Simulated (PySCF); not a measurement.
# Computed structure and properties of [Ce(OH)4]−

System: [Ce(OH)4]− (singlet in the valence; each metal's 4f electrons, 1 of them, lie in its core potential, out of spins and levels); start: template (S4). Method: PySCF 2.14.0, RKS PBE0, Ce lcecp-1-SVP with ECP47, O def2-SVP, H def2-SVP; non-relativistic Hamiltonian with scalar-relativistic core potentials where named; density fitting; no spin-orbit coupling.

Input of the relaxation:

```python
mol = gto.M(atom='''
Ce    -0.00000     0.00000    -0.00000
O      1.29430     1.29430     1.29430
H      2.06140     1.56640     1.81390
O     -1.29430    -1.29430     1.29430
H     -2.06140    -1.56640     1.81390
O      1.29430    -1.29430    -1.29430
H      1.56640    -2.06140    -1.81390
O     -1.29430     1.29430    -1.29430
H     -1.56640     2.06140    -1.81390''',
    basis={'Ce': 'lcecp-1-SVP', 'O': 'def2-SVP', 'H': 'def2-SVP'},
    ecp={'Ce': 'lcecp-1-SVP'},
    charge=-1, spin=0)
mf = dft.RKS(mol, xc='PBE0')
mf.grids.atom_grid = (50, 194)  # f atoms: unpruned, at least (60, 302)
mf = mf.density_fit()  # fitting sets: Ce AutoAux, O def2-universal-JKFIT, H def2-universal-JKFIT
mf.conv_tol = 1e-08; mf.max_cycle = 55
mf.kernel(dm0)  # dm0: converged density of the start geometry
# quasi-Newton relaxation in Cartesian coordinates to a largest gradient under 0.00045 Eh/bohr, steps kept in the point group
```

Run from Python with OMP_NUM_THREADS=2; the lines above give its settings. Where DIIS fails, smearing, a level shift and second-order steps follow.
It took 2.8 min on 2 threads of AMD EPYC 7R43 64-Core Processor (Zen 3), on a shared host, from the converged density of the start.

Course of the relaxation:

| step | energy above end (eV) | largest force component within the symmetry (eV/Å) |
| --- | --- | --- |
| 0 | 0.0377 | 0.404 |
| 1 | 0.0246 | 0.100 |
| 2 | 0.0226 | 0.054 |
| 3 | 0.0216 | 0.042 |
| 4 | 0.0206 | 0.075 |
| 5 | 0.0178 | 0.174 |
| 6 | 0.0149 | 0.189 |
| 7 | 0.0102 | 0.097 |
| 11 | 0.0024 | 0.085 |
| 12 | 0.0008 | 0.036 |
| 13 | 0.0005 | 0.018 |
| 14 | 0.0003 | 0.012 |
| 15 | 0.0001 | 0.011 |
| 16 | 0.0000 | 0.009 |
(The steps between are left out.)

Relaxed geometry (S4, nearly Td):

```xyz
9

Ce    0.0000    0.0000    0.0000
O     1.4115    1.1428    1.2820
H     1.9856    1.6744    1.8297
O    -1.4115   -1.1428    1.2820
H    -1.9856   -1.6744    1.8297
O     1.1428   -1.4115   -1.2820
H     1.6744   -1.9856   -1.8297
O    -1.1428    1.4115   -1.2820
H    -1.6744    1.9856   -1.8297
```

| contact | Å |
| --- | --- |
| Ce1–O2 (OH) | 2.223 |
| Ce1–O4 (OH) | 2.223 |
| Ce1–O6 (OH) | 2.223 |
| Ce1–O8 (OH) | 2.223 |

On the finer grid (75, 302):

```json
{
 "HOMO": "-2.39 eV",
 "LUMO": "3.76 eV",
 "Dipole about the centre of mass": "0.00 D",
 "Set of Mulliken populations of Ce1 outside the core potential": "s 2.13, p 6.42, d 1.44, f 0.10",
 "D3(BJ) dispersion energy (not in the energies)": "-0.121 eV"
}
```

| atom | Mulliken (e) | Löwdin (e) | spin (e) |
| --- | --- | --- | --- |
| Ce1 | 0.92 | 0.48 | 0.00 |
| O2 | -0.60 | -0.41 | 0.00 |
| H3 | 0.13 | 0.04 | 0.00 |
| O4 | -0.60 | -0.41 | 0.00 |
| H5 | 0.13 | 0.04 | 0.00 |
| O6 | -0.60 | -0.41 | 0.00 |
| H7 | 0.13 | 0.04 | 0.00 |
| O8 | -0.60 | -0.41 | 0.00 |
| H9 | 0.13 | 0.04 | 0.00 |

The 4f levels lie in the core potential and are missing. Their spin isn't counted.

On the grid (50, 194), as all that follows. Harmonic modes: a minimum; lowest 88 cm⁻¹ (negative: unstable), highest 4006 cm⁻¹, zero-point energy 1.244 eV.

Taking off one OH (charge -1, singlet; the rest: singlet) in vacuum, both parts rigid, costs 5.40 eV; the small basis without counterpoise inflates it.

Rigid scan of OH along the line from its metal:

(distance to O2 (Å), energy (eV)): (1.92, 0.949), (2.02, 0.363), (2.12, 0.079), (2.22, 0.000), (2.32, 0.059), (2.42, 0.208), (2.62, 0.645), (2.92, 1.393), (3.32, 2.281), (3.82, 3.124)

One start shape was tried, so this needn't be the lowest isomer.

An lcecp potential fixes the number of 4f electrons, so in runs with it no electron can move into or out of that shell.
